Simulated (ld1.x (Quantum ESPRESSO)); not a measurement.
# Which change was made? (Sb, TM)

```json
{
  "Element": "antimony",
  "Generator": "ld1.x (Quantum ESPRESSO) 7.5",
  "Type": "norm-conserving Troullier–Martins (Kleinman–Bylander form)",
  "Functional": "PBE",
  "Relativity": "fully relativistic",
  "Frozen core": "[Kr] 4d10",
  "Valence charge": "5",
  "Reference configuration": "5s2 5p3",
  "Partial waves": "5p (bound): rc 2.55 bohr; 5d channel at 0.4 Ry: rc 2.40 bohr; 5s (bound): rc 1.90 bohr",
  "Local potential": "the s channel",
  "Core correction": "a·sin(br)/r model core inside 1.70 bohr"
}
```

Open shells are filled in proportion to 2j + 1 (rel_dist='average').

Cutoffs, loose and tight: the cutoffs (Ry, on a coarse ladder) from which the occupation-weighted sum of valence levels, in a spherical-Bessel basis at the reference potential, stays within 10 and 1 mRy of its value at 400 Ry. They do not see the model core or the augmentation charge, which bear on the density cutoff. Test errors are all-electron minus pseudo excitation energies from the reference, over the configurations 5s2 5p2; 5s2 5p1; 5s2 5p0; 5s0 5p5; 5s1 5p0; 5s1 5p4; 5s2 5p2.5; variants that change the core or the reference have their own tests.

The base gives: outcome: generated; cutoff, loose: 25 Ry; cutoff, tight: 35 Ry; bound ghosts: none; largest test error (meV): -475.

Q: After one change the result is: outcome: generated, misses its reference levels by 0.42 eV; cutoff, loose: 25 Ry; cutoff, tight: 35 Ry; bound ghosts: none; largest test error (meV): -360. Which change was it?
A. all radii but the core radius scaled by about 1.16 (s 2.20, p 2.94, d 2.78 bohr)
B. reference 5s1.75 5p3.25
C. wave 5d channel at 0.4 Ry: rc 2.40 bohr becomes 5d channel at 0.4 Ry: rc 2.02 bohr
D. local potential the p channel

A: D. The others give: wave 5d channel at 0.4 Ry: rc 2.40 bohr becomes 5d channel at 0.4 Ry: rc 2.02 bohr → outcome: generated; cutoff, loose: 25 Ry; cutoff, tight: 35 Ry; bound ghosts: d3/2, d5/2; largest test error (meV): -475 | reference 5s1.75 5p3.25 → outcome: generated; cutoff, loose: 25 Ry; cutoff, tight: 35 Ry; bound ghosts: none; largest test error (meV): -123 | all radii but the core radius scaled by about 1.16 (s 2.20, p 2.94, d 2.78 bohr) → outcome: generated; cutoff, loose: 21 Ry; cutoff, tight: 30 Ry; bound ghosts: none; largest test error (meV): -548.
